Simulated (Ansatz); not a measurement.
Ansatz (an electronic-structure program) input for FGaH4N2, SMILES [NH2][Ga]([NH2])[F], PBE/def2-SVPD. Geometry: PBE0-D3(BJ)/def2-SVP. The structure was generated by enumeration; whether it is a known compound was not checked. The values are those of a single conformer.

Ansatz 0.2 input:
```yaml
crystal:
  periodic: [false, false, false]
  atoms:
    - {symbol: Ga, position_ang: [0.00000000, -0.00000000, -0.01341773]}
    - {symbol: F, position_ang: [0.00000001, 0.00000000, 1.74390625]}
    - {symbol: N, position_ang: [-1.62053642, -0.04967042, -0.80078429]}
    - {symbol: H, position_ang: [-1.76156627, 0.17048878, -1.77809731]}
    - {symbol: H, position_ang: [-2.45933862, 0.10698885, -0.25601599]}
    - {symbol: N, position_ang: [1.62053641, 0.04967042, -0.80078430]}
    - {symbol: H, position_ang: [1.76156626, -0.17048878, -1.77809732]}
    - {symbol: H, position_ang: [2.45933862, -0.10698885, -0.25601600]}
basis:
  gaussian:
    orbitals: def2-SVPD
hamiltonian:
  xc: {name: PBE}
```

Program output:

```
WARN ansatz: RAYON_NUM_THREADS=1 ignored (pool sized by the plan → 1); use --threads N
Functional definition: PBE
integrals: 0.07 GiB planned
1206 factors; their error is unknown
mean field: 0.44 GiB planned
mean field evaluation 1: about -58098.9962 eV, gradient 1.0e2 eV
mean field evaluation 2: about -58025.9895 eV, gradient 1.9e2 eV
mean field evaluation 4: about -58117.8287 eV, gradient 5.6e0 eV
mean field evaluation 8: about -58117.8476 eV, gradient 1.9e-1 eV
mean field evaluation 16: about -58117.8477 eV, gradient 8.3e-5 eV
mean field -58117.84765243 eV, -2135.7915075348 hartree, gradient 1.7e-5 eV, S^2 0.000000; 0 other end points of the search recorded, 0 dependent functions left out
reference -58117.84770132 eV, -2135.7915093315 hartree; 29, 29 occupied and 104, 104 virtual orbitals, 1206 factors
Total energy: -58117.84770132 eV, -2135.7915093315 hartree
```

The calculation finished and met its thresholds.

Cost: roughly 5 core-seconds.
